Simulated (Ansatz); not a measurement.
Geometry optimisation, Ansatz, RKS PBE-D4/def2-SVP.

input.yaml

```yaml
crystal:
  periodic: [false, false, false]
  atoms:
    - { symbol: Al, position_ang: [-0.9631, -0.4174, -0.1175] }
    - { symbol: Si, position_ang: [1.5243, 0.6547, -0.0101] }
    - { symbol: O, position_ang: [-0.7746, -2.0242, -0.3876] }
    - { symbol: O, position_ang: [-2.0022, 0.7214, -0.678] }
    - { symbol: H, position_ang: [0.0858, 0.163, 1.0864] }
    - { symbol: F, position_ang: [-0.7137, -0.0996, 1.9548] }
    - { symbol: H, position_ang: [1.781, 0.8928, -1.441] }
    - { symbol: H, position_ang: [1.8312, 1.9529, 0.6172] }
    - { symbol: H, position_ang: [2.6363, -0.2147, 0.4066] }
    - { symbol: H, position_ang: [-0.7392, -2.9642, -0.4758] }
    - { symbol: H, position_ang: [-2.6659, 1.3353, -0.955] }
basis:
  gaussian: { orbitals: def2-SVP }
hamiltonian:
  xc: pbe
  dispersion: d4
relax:
  f_tol: 0.15
  max_steps: 25
  restrain:
    - { distance: [0, 5], at: 3.08, k: 30.0 }
    - { distance: [4, 1], at: 2.72, k: 30.0 }
    - { distance: [0, 1], at: 2.32, k: 30.0 }
    - { distance: [4, 5], at: 0.88, k: 30.0 }
```

Launched with:

```bash
$ ansatz run input.yaml --threads 2 --pin off --max-ram 3072MiB --backend cpu --events-out ev --progress --plain --runs-dir out
```

Q: Where does it end, and by what steps?

A: It converged. The restraints hold the end off the free minimum. After 16 steps the energy has fallen by 0.591 eV (the restraints' own energy left out); H5 moved furthest, 1.26 Å. Parted: Al1–H5 (1.70 → 3.12 Å). Joined: H5–F6 (1.21 → 0.92 Å).

```tsv
step	energy less start (eV)	largest force component (eV/Å)	accepted
0	0.0000	1.778	yes
1	0.2902	2.213	yes
2	0.2487	2.935	yes
3	0.2497	2.699	yes
4	0.0375	1.792	yes
5	-0.1337	1.111	yes
6	-0.2076	0.893	yes
7	-0.2991	0.777	yes
8	-0.3750	0.858	yes
9	-0.3832	0.846	yes
10	-0.4360	0.908	yes
11	-0.4036	1.401	yes
12	-0.5140	1.034	yes
13	-0.5281	0.939	yes
14	-0.5464	0.787	yes
15	-0.5846	0.949	yes
16	-0.5911	1.001	yes
```

```xyz
11
Properties=species:S:1:pos:R:3
Al -0.584 -0.410 -0.622
Si 1.522 0.549 -0.225
O -0.682 -2.121 -0.734
O -1.878 0.692 -0.857
H 0.177 0.886 2.115
F -0.315 0.156 2.385
H 2.147 1.258 -1.399
H 1.371 1.621 0.846
H 2.527 -0.433 0.317
H -1.478 -2.666 -0.817
H -2.808 0.467 -1.009
```

The run took 14 s on 2 threads of AMD EPYC 9R45 (Zen 5), on a shared host, peak memory 0.17 GiB.
